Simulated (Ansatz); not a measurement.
Geometry optimisation, RKS CAM-B3LYP-D4/def2-SVP (Ansatz 0.2.0).

The input (input.yaml):

```yaml
crystal:
  periodic: [false, false, false]
  atoms:
    - { symbol: B, position_ang: [0.0, 0.0, 0.0] }
    - { symbol: C, position_ang: [0.0, 0.0, 1.6] }
    - { symbol: H, position_ang: [-0.9996, -0.3092, 1.9705] }
    - { symbol: H, position_ang: [0.7676, -0.7111, 1.9705] }
    - { symbol: H, position_ang: [0.232, 1.0203, 1.9705] }
    - { symbol: O, position_ang: [1.2211, 0.0, -0.705] }
    - { symbol: H, position_ang: [1.5209, -0.9519, -0.8599] }
    - { symbol: F, position_ang: [-1.1431, 0.0, -0.66] }
basis:
  gaussian: { orbitals: def2-SVP }
hamiltonian:
  xc: cam_b3lyp
  dispersion: d4
relax:
  f_tol: 0.02
  max_steps: 40
```

Command:

```bash
$ ansatz run input.yaml --threads 2 --pin off --max-ram 3072MiB --backend cpu --events-out ev --progress --plain --runs-dir out
```

Where does it end, and by what steps?

The forces met the threshold. The force dipped under the threshold on the way, but the program's further checks kept it going. After 21 steps the energy has fallen by 0.654 eV; O6 moved furthest, 0.71 Å.

```csv
step,energy less start (eV),largest force component (eV/Å),accepted
0,0.0000,2.023,yes
1,-0.1062,1.191,yes
2,-0.1424,0.399,yes
3,-0.1515,0.248,yes
4,-0.1877,0.260,yes
5,-0.2199,0.894,yes
6,-0.2352,2.561,yes
7,-0.5217,1.207,yes
8,-0.6198,0.475,yes
9,-0.6193,0.922,no
10,-0.6349,0.291,yes
11,-0.6459,0.063,yes
12,-0.6494,0.058,yes
13,-0.6345,0.565,no
14,-0.6516,0.057,yes
15,-0.6517,0.160,yes
16,-0.6521,0.127,yes
17,-0.6536,0.023,yes
18,-0.6539,0.011,yes
19,-0.6540,0.045,yes
20,-0.6541,0.022,yes
21,-0.6541,0.004,yes
```

```xyz
8
Properties=species:S:1:pos:R:3
B 0.161 -0.120 0.106
C -0.014 0.013 1.652
H -0.934 -0.499 1.975
H 0.837 -0.399 2.209
H -0.137 1.073 1.927
O 1.262 -0.662 -0.451
H 1.228 -0.674 -1.416
F -0.804 0.316 -0.716
```

Time of the run: 57 s on 2 threads of Arm Neoverse N1, with other jobs on the host, peak memory 0.15 GiB.
